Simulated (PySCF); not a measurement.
## Fe+ (iron, charge +1) across methods

[Ar] 3d7, high-spin 4F determinant (an excited configuration). All numbers are calculated (PySCF 2.14, the non-relativistic Hamiltonian (point nucleus), in dyall-av2z).

| method | E (hartree) | mean ε 3p β (eV) | mean ε 3d α (eV) | mean ε 3d β (eV) | Σ⟨r²⟩ (bohr²) | ⟨S²⟩ |
| --- | --- | --- | --- | --- | --- | --- |
| revPBE | -1263.294 | -60.714 | -12.457 | -10.462 | 21.49 | 3.753 |
| PBEsol | -1261.979 | -60.707 | -12.554 | -10.404 | 21.45 | 3.753 |
| UHF | -1262.14295 | -73.092 | -20.182 | -16.688 | 20.22 | 3.758 |
| LDA | -1260.919 | -60.969 | -12.844 | -10.614 | 21.47 | 3.754 |
| r2SCAN | -1263.362 | -61.634 | -12.668 | -10.542 | 21.15 | 3.754 |
| r2SCAN0 | -1263.337 | -64.708 | -14.704 | -12.297 | 20.81 | 3.755 |
| PBE0 | -1263.170 | -64.120 | -14.545 | -12.235 | 21.01 | 3.754 |
| PBE | -1263.148 | -60.791 | -12.547 | -10.540 | 21.49 | 3.753 |
| M06 | -1263.316 | -64.360 | -14.806 | -11.879 | 21.13 | 3.769 |
